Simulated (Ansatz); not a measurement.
Species: C$_{2}$H$_{7}$O$_{2}$Si, net charge 0, doublet state. It need not be the lowest isomer of its formula. 
Coordinates optimised at B3LYP-D3(BJ)/def2-TZVP (Ansatz, a quantum-chemistry and plane-wave program):
```xyz
12

C      1.5812    -0.8368     0.3387
Si    -0.0304     0.0560    -0.0501
C     -1.5452    -0.8276     0.5735
O      0.0272     0.0758    -1.7036
O     -0.0833     1.5522     0.6400
H      1.5690    -1.8574    -0.0422
H      2.4401    -0.3157    -0.0842
H      1.6886    -0.8605     1.4264
H     -2.4507    -0.3228     0.2347
H     -1.5658    -1.8571     0.2150
H     -1.5486    -0.8322     1.6652
H      0.5250     2.2242     0.3221
```
Charge 0, spin multiplicity 2.

Parts of the frozen-core correlation energy in cc-pV(Q+d)Z (Ansatz, hartree). Frozen orbitals: 9; correlated occupied orbitals by spin: 16 and 15; virtual: 469 and 470. UHF or UKS for open shells. Spin-orbit coupling is left out. Non-relativistic.

```json
[
 {"term": "reference (HF)", "value": "-518.67760"},
 {"term": "MP2 opposite-spin", "value": "-0.75029"},
 {"term": "MP2 same-spin", "value": "-0.22007"},
 {"term": "CCSD correlation", "value": "-1.00971"},
 {"term": "(T)", "value": "-0.03861"},
 {"term": "T1 diagnostic", "value": "0.016"},
 {"term": "largest doubles amplitude", "value": "0.008"},
 {"term": "<S^2> of the reference", "value": "0.758"}
]
```
